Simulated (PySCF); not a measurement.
B3LYP has the VWN-RPA correlation part, as in Gaussian. Excitations are Tamm–Dancoff values on a coarser integration grid.

Z-matrix (Å, degrees):
```
Si
N 1 1.7247
H 2 1.0082 1 120.43
H 2 1.0082 3 110.70 1 -148.19
H 1 1.4809 2 107.80 3 47.67
H 1 1.4809 5 110.69 2 -117.68
H 1 1.4889 5 107.46 6 -117.07
```
Charge 0, spin multiplicity 1.

Q: Estimate the HOMO–LUMO gap, LUMO, S1 oscillator strength, total energy, T1 excitation (TDA), HOMO, dipole moment and S1–T1 gap (TDA) that PySCF 2.14.0 with B3LYP-D3(BJ)/def2-TZVPD returns for this input.

A: 
| Property | Value |
|---|---|
| HOMO–LUMO gap | 6.91 eV |
| LUMO | -0.28 eV |
| S1 oscillator strength | 0.021 |
| total energy | -347.3362 Ha |
| T1 excitation (TDA) | 5.46 eV |
| HOMO | -7.20 eV |
| dipole moment | 1.22 D |
| S1–T1 gap (TDA) | 0.34 eV |
